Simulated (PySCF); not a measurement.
RbSi at PBE0

Level: PBE0. PySCF, scalar-relativistic core potentials, basis sets Rb def2-SVP with ECP28, Si def2-SVP.

```json
{
  "state": "²Π (doublet), unpaired electrons π ↑, a second solution, started from another occupation",
  "bond length": "6.550 bohr",
  "harmonic wavenumber": "148 cm⁻¹",
  "force constant": "0.273 mdyn/Å",
  "rotational constant Be": "0.06668 cm⁻¹",
  "anharmonicity ωexe": "0.880 cm⁻¹",
  "vibration–rotation constant αe": "0.000444 cm⁻¹",
  "energy of the minimum from ground-state Rb + Si": "-0.71 eV",
  "bond order (Mayer)": "0.93",
  "dipole moment (positive dipole means Rb(−)Si(+))": "-7.05 D"
}
```

Spin–orbit coupling is left out.
